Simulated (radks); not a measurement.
Task: All-electron atom: S V in [Ne] 3s2. Calculated with a radial shooting solver on a logarithmic mesh with Libxc functionals: Dirac Kohn-Sham, LDA (Slater exchange, Perdew-Wang correlation), spin-unpolarised, spherical densities, finite nucleus; Fermi nuclear charge, rms radius 3.2611 fm. Some entries of the table are withheld. Estimate them.

orbital  occ.  eigenvalue (eV)  r(max) (bohr)
1s1/2       2        -2459.071        0.06347
2s1/2       2        -270.1471         0.3886
2p1/2       2        -217.0054         0.3230
2p3/2       4        -215.7290         0.3248
3s1/2       2              (1)            (2)

Result: 
(1) 3s1/2 eigenvalue (eV): -66.0548
(2) 3s1/2 r(max) (bohr): 1.305
